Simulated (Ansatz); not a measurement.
The cluster Be4Te4. The state is a singlet with charge 0. Geometry B3LYP-D4/def2-SVP, basis def2-TZVP, Ansatz.

```
atom   x (Å)   y (Å)   z (Å)
 Be1  -1.197   0.029  -0.975
 Be2   0.136  -1.414   0.607
 Be3  -0.232   1.026   1.131
 Be4   1.294   0.359  -0.763
 Te5  -0.213   2.225  -0.956
 Te6   0.366  -1.615  -1.780
 Te7   1.885  -0.045   1.535
 Te8  -2.037  -0.565   1.201
```

```tsv
run	HOMO (eV)	LUMO (eV)
A	-6.76	-3.25
B	-5.83	-3.89
C	-6.07	-3.73
D	-6.01	-4.11
E	-8.64	-1.62
```

In the def2 sets Te takes a core potential; there is no spin–orbit coupling. The structure comes from a short search, and lower isomers may exist.

Problem. The runs used LDA (SPW92), PBE, PBE0, r2SCAN, ωB97M-V. Estimate which is which.

Solution. A PBE0 (25 % exact exchange); B PBE (0 % exact exchange); C r2SCAN (0 % exact exchange); D LDA (SPW92) (0 % exact exchange); E ωB97M-V (range-separated). Exact exchange lowers occupied and raises empty levels; among semilocal functionals meta-GGAs tend to open the gap a little, and such runs are hard to tell apart. The gap grows from 1.90 eV (LDA (SPW92)) to 7.02 eV (ωB97M-V).
